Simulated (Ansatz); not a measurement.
Reaction (atomization): `FC1=C(F)C(F)C1` → 4 C• + 3 F• + 3 H•

Program: Ansatz. Geometries: PBE0-D4/def2-TZVP. ΔE: electronic, gas phase. CCSD(T)/CBS adds triple-zeta CCSD(T) − MP2 to the extrapolated MP2 energy (def2 sets, frozen cores). This one scheme is used for every species, atoms too. Functionals use def2-TZVPP. B3LYP here is the variant with VWN-RPA as its local correlation; programs differ in this. HSE06 is defined as in plane-wave codes. Open shells (•) are unrestricted, without spin–orbit coupling. Spin–orbit coupling would lower the free atoms: a little for C, F.

```tsv
level	ΔE (kJ/mol)	difference from CCSD(T)/CBS
HSE06-D4	4381.4	88.4
ωB97X-V	4319.8	26.8
ωB97M-V	4323.6	30.6
B2PLYP	4258.9	-34.1
r2SCAN	4334.7	41.7
B3LYP	4259.7	-33.3
LC-ωPBE	4359.1	66.1
CCSD(T)/def2-SVP	4101.6	-191.4
SCS-MP2/def2-TZVPP	4247.2	-45.8
MP2/def2-QZVPP	4410.4	117.4
CCSD(T)/CBS	4293.0	0
```

What do rigid-rotor, harmonic-oscillator terms from PBE0-D4/def2-TZVP frequencies (298.15 K, 1 bar) make of the CCSD(T)/CBS value? (Best estimate.)

The calculation gave: ΔZPE = -170.3 kJ/mol, ΔH = +4166.8 kJ/mol, ΔS = 1133 J/(mol·K), ΔG = +3829.1 kJ/mol. Open shells count their whole term as degenerate.

Largest T1 diagnostic among the species: 0.012.

From BLYP to BHLYP (50 % exact exchange), in def2-TZVPP and without D4, ΔE moves by −217.3 kJ/mol: exact exchange takes away binding that semilocal exchange gives to molecules. The D4 term adds +30.4 kJ/mol with B3LYP and +15.8 kJ/mol with PBE0; it sums over pairs of atoms, weighted by their polarisabilities, and B3LYP, whose exchange is more repulsive, gets the larger term. At CCSD(T), def2-SVP lies −191.4 kJ/mol from the extrapolated value and def2-TZVPP −115.9 kJ/mol: correlation converges slowly with the basis, and small sets miss more of it in the bonded molecule than in its fragments.

For atomizations the MP2-based limit and the directly extrapolated one differ by several kJ/mol either way, and by 10 to 25 for some Ge, Se and Sn compounds, so smaller differences from it don't rank the levels.
